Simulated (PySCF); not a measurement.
A compound of formula C28H28BNO4P2S has these computed shifts in ppm, with the number of atoms in brackets (GIAO OPBE/pcSseg-1, gas phase, PySCF SCF with an in-house response code, fitting set def2-universal-JFIT, grid level 2, non-relativistic, geometry: GFN2-xTB; 11B against isolated BF3·OEt2; 13C, 1H against isolated TMS; 15N against isolated NH3; 17O against isolated H2O; 31P against isolated PH3; 33S against isolated CS2).

1H: 8.04 (2), 7.97 (1), 7.93 (2), 7.88 (2), 7.83 (1), 7.82 (2), 7.43 (1), 7.19 (1), 6.76 (1), 6.68 (1), 6.16 (1), 5.27 (1), 3.15 (6), 0.79 (6)
13C: 158.5 (1), 149.6 (1), 147.6 (1), 142.0 (1), 139.9 (1), 139.3 (1), 131.1 (1), 130.8 (2), 130.2 (2), 130.0 (1), 128.0 (1), 127.8 (1), 127.4 (1), 126.3 (2), 125.8 (2), 124.3 (1), 124.3 (1), 113.6 (1), 109.7 (1), 102.8 (1), 41.5 (2), 14.5 (2)
11B: 65.7 (1)
17O: 212.3 (1), 195.6 (1), 70.1 (1), 64.8 (1)
15N: 122.1 (1)
33S: 301.9 (1)
31P: 304.2 (1), 289.7 (1)

**Question.** Which structure gave them?

**Answer.** CB(C)C1=CC=C(C2=CC=C(C3=CC=C(N(C)C)[P@]3(=O)c3ccccc3)S2(=O)=O)[P@@]1(=O)c1ccccc1. Other isomers were not compared.
